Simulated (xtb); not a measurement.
xtb input (GFN1-xTB):

```bash
xtb mol.xyz --gfn 1 --sp --chrg 0 --uhf 0
```
mol.xyz:
```
5

Cu    -0.03571283    -0.22167885     0.14645567
Cl     0.11241081     1.51136477    -1.00961733
O     -0.16108842    -1.85683623     1.23845008
H      0.15219239    -1.77130001     2.14737479
H      0.26120321    -2.63852454     0.86130475
```

End of the output:

```
         :::::::::::::::::::::::::::::::::::::::::::::::::::::
         ::                     SUMMARY                     ::
         :::::::::::::::::::::::::::::::::::::::::::::::::::::
         :: total energy             -14.568761086415 Eh    ::
         :: gradient norm              0.024336936622 Eh/a0 ::
         :: HOMO-LUMO gap              4.341263965489 eV    ::
         ::.................................................::
         :: SCC energy               -14.608549512347 Eh    ::
         :: -> electrostatic           0.048485300023 Eh    ::
         :: repulsion energy           0.040839658210 Eh    ::
         :: dispersion energy         -0.001051232278 Eh    ::
         :: halogen bond corr.         0.000000000000 Eh    ::
         :: add. restraining           0.000000000000 Eh    ::
         :: total charge               0.000000000000 e     ::
         :::::::::::::::::::::::::::::::::::::::::::::::::::::

           -------------------------------------------------
          |                Property Printout                |
           -------------------------------------------------

    * Orbital Energies and Occupations

         #    Occupation            Energy/Eh            Energy/eV
      -------------------------------------------------------------
         1        2.0000           -0.8604617             -23.4144
         2        2.0000           -0.8508807             -23.1536
         3        2.0000           -0.6986431             -19.0110
         4        2.0000           -0.6509711             -17.7138
         5        2.0000           -0.6018769             -16.3779
         6        2.0000           -0.4682782             -12.7425
         7        2.0000           -0.4518821             -12.2963
         8        2.0000           -0.4518695             -12.2960
         9        2.0000           -0.4160312             -11.3208
        10        2.0000           -0.4160310             -11.3208
        11        2.0000           -0.4100914             -11.1592
        12        2.0000           -0.4091404             -11.1333
        13        2.0000           -0.4028449             -10.9620 (HOMO)
        14                         -0.2433064              -6.6207 (LUMO)
        15                         -0.1604962              -4.3673
        16                         -0.1226199              -3.3367
        17                         -0.0875576              -2.3826
Note: The following floating-point exceptions are signalling: IEEE_DENORMAL
normal termination of xtb
        18                         -0.0725497              -1.9742
        19                          0.0091489               0.2490
        20                          0.0091489               0.2490
        21                          0.0308900               0.8406
        22                          0.0344015               0.9361
        23                          0.0413987               1.1265
        24                          0.2577895               7.0148
       ...                                ...                  ...
        26                          0.6165557              16.7773
      -------------------------------------------------------------
                  HL-Gap            0.1595385 Eh            4.3413 eV
             Fermi-level           -0.3230756 Eh           -8.7913 eV

  Mulliken/CM5 charges         n(s)   n(p)   n(d)
     1Cu    0.20069  0.32226   0.425  0.471  9.903
     2Cl   -0.39010 -0.45151   1.902  5.494 -0.007
     3O    -0.57062 -0.96169   1.691  4.879  0.000
     4H     0.38001  0.54547   0.620  0.000  0.000
     5H     0.38001  0.54547   0.620  0.000  0.000

Wiberg/Mayer (AO) data.
largest (>0.10) Wiberg bond orders for each atom

 ---------------------------------------------------------------------------
     #   Z sym  total        # sym  WBO       # sym  WBO       # sym  WBO
 ---------------------------------------------------------------------------
     1  29 Cu   1.400 --     2 Cl   1.024     3 O    0.355
     2  17 Cl   1.038 --     1 Cu   1.024
     3   8 O    2.060 --     4 H    0.848     5 H    0.848     1 Cu   0.355
     4   1 H    0.863 --     3 O    0.848
     5   1 H    0.863 --     3 O    0.848
 ---------------------------------------------------------------------------

Topologies differ in total number of bonds
Writing topology from bond orders to xtbtopo.mol

 dipole moment from electron density (au)
     X       Y       Z
   0.5382  -3.0953   2.1328  total (Debye):    9.652

           -------------------------------------------------
          | TOTAL ENERGY              -14.568761086415 Eh   |
          | GRADIENT NORM               0.024336936622 Eh/α |
          | HOMO-LUMO GAP               4.341263965489 eV   |
           -------------------------------------------------

------------------------------------------------------------------------
------------------------------------------------------------------------
 total:
 SCF:
```
